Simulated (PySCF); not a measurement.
Substituent chemical shifts

Parent skeleton `[CH3:1][SiH2:2][CH:3]([F:4])[Cl:5]`; one hydrogen on atom 1 is replaced by X. Hydrogens on one atom are averaged.

[PySCF 2.14.0 with density-fitted response routines: NMR shieldings at PBE0/pcSseg-1/GIAO; geometry from GFN2-xTB; relativity neglected; no solvent; single conformer]

Scale: TMS for 13C, 29Si, 1H; 19F against CFCl3; HCl for 35Cl (reference shieldings calculated alike).

Problem. Order these by the shift of F4, most shielded first.
A. X = ethynyl
B. X = nPr
C. X = CH2Cl
D. X = isopropenyl
E. X = allyl

Solution. D (-193.2 ppm), A (-191.6 ppm), B (-189.4 ppm), C (-187.1 ppm), E (-184.5 ppm).

Problem. Order these by the shift of Cl5, most shielded first.
A. X = allyl
B. X = CH2F
C. X = CH2Cl
D. X = isopropenyl
E. X = cBu
F. X = F

Solution. E (206.2 ppm), A (210.2 ppm), D (211.8 ppm), C (217.9 ppm), B (219.7 ppm), F (222.1 ppm).

Unscaled 19F shifts against computed CFCl3 carry errors that often reach 10 to 50 ppm.
